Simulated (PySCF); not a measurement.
silicon monosulfide (SSi), singlet, geometry from GFN2-xTB. Base run: PySCF with MP2/STO-3G.

PySCF was given this input:
```python
from pyscf import gto, scf, mp

mol = gto.M(
    atom='''
Si   -0.000000   -0.000000   -1.066604
S     0.000000    0.000000    0.933278
''',
    basis='sto-3g',
    charge=0,
    spin=0,
    verbose=4,
)

mf = scf.RHF(mol)
mf.kernel()

pt = mp.MP2(mf)
pt.kernel()
print('E(MP2) = %.10f' % pt.e_tot)
```

Each row names what was changed in the base input (with any setting that the change needs).

```
change                                ΔE vs base (kcal/mol)  MP2 correlation (Eh)  basis functions
------------------------------------  ---------------------  --------------------  ---------------
base                                                  0.000              -0.10483               18
method = ccsd                                          1.02              -0.10483               18
frozen = 9                                             1.71              -0.10211               18
cart = on                                             0.000              -0.10483               18
method = ccsd(t)                                      -7.03              -0.10483               18
density fitting = JK and correlation                 -0.269              -0.10483               18
frozen = 10                                            1.98              -0.10168               18
frozen = 11                                            6.78              -0.09403               18
method = cisd                                          2.64                     -               18
```
